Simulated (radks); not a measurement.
Results of a calculation; reference values are marked as such.
The thallium ion Tl2+ inside a hard spherical wall (all orbitals vanish at R), configuration held at [Xe] 4f14 5d10 6s1 and not refilled when levels cross. Code: a radial shooting solver on a logarithmic mesh with Libxc functionals. Model: scalar-relativistic Kohn-Sham, LDA (Slater exchange, Perdew-Wang correlation), spin-polarised, spherical densities, finite nucleus; open shells are filled with parallel spins first (spin-orbit coupling, left out, can overturn this in heavy ions); Fermi nuclear charge, rms radius 5.4759 fm. Eigenvalues in eV for spin up, with the zero of energy where the potential of the charges vanishes at infinity; a dash marks a level that is unbound or too diffuse for the functional's potential to be trusted. A positive occupied level is held by the wall or, in an anion where self-interaction has pushed it up, behind a barrier. The pressure on the wall is -dE/dV.

| R (bohr) | E (hartree) | kinetic (hartree) | e(4f) | e(5p) | e(5d) | e(6s) | e(6p, empty) | e(7s, empty) | pressure (GPa) |
|---|---|---|---|---|---|---|---|---|---|
| free | -20228.7703 | 22763.297 | -132.46 | -94.331 | -33.559 | -26.165 | -16.646 | -8.621 | 0 |
| 20 | -20228.7703 | 22763.297 | -132.46 | -94.331 | -33.559 | -26.165 | -16.646 | -8.621 | < 0.0001 |
| 15 | -20228.7703 | 22763.297 | -132.46 | -94.331 | -33.559 | -26.165 | -16.646 | -8.621 | < 0.0001 |
| 10 | -20228.7703 | 22763.297 | -132.46 | -94.331 | -33.559 | -26.165 | -16.646 | -8.523 | < 0.0001 |
| 7 | -20228.7702 | 22763.299 | -132.45 | -94.327 | -33.555 | -26.160 | -16.602 | -6.985 | 0.0103 |
| 6 | -20228.7694 | 22763.310 | -132.42 | -94.298 | -33.529 | -26.122 | -16.424 | -4.596 | 0.138 |
| 5 | -20228.7616 | 22763.390 | -132.22 | -94.114 | -33.360 | -25.848 | -15.610 | 1.476 | 1.80 |
| 3.5 | -20228.5355 | 22764.943 | -129.21 | -91.459 | -30.850 | -21.144 | -7.044 | 36.552 | 99.8 |
| 3 | -20228.0403 | 22767.739 | -124.84 | -87.813 | -27.150 | -13.715 | 4.201 | 71.148 | 440 |
| 1.5 | -20187.7493 | 22928.893 | -21.345 | 8.347 | 92.138 | 261.92 | 329.99 | 748.15 | 141000 |
